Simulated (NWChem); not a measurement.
System: C₄H₃Br; SMILES C#CC(=C)Br

Computed with NWChem. All runs use the structure optimised with PBE0/def2-SVP. Level: M05-2X/def2-SVP with COSMO at NWChem's default radii, gas-phase geometry; rows give the dielectric constant.

```
dielectric constant  electrostatic solvation energy (kcal/mol)  dipole in solution (D)
-------------------  -----------------------------------------  ----------------------
1.5                                                       -1.2                    1.65
2.4                                                       -2.2                    1.77
3.9                                                        ___                     ___
7.6                                                       -3.5                    1.94
11.7                                                      -3.7                    1.97
```

Question: Some entries are withheld; supply them.

Answer: 
- 3.9, electrostatic solvation energy (kcal/mol): -2.9
- 3.9, dipole in solution (D): 1.87
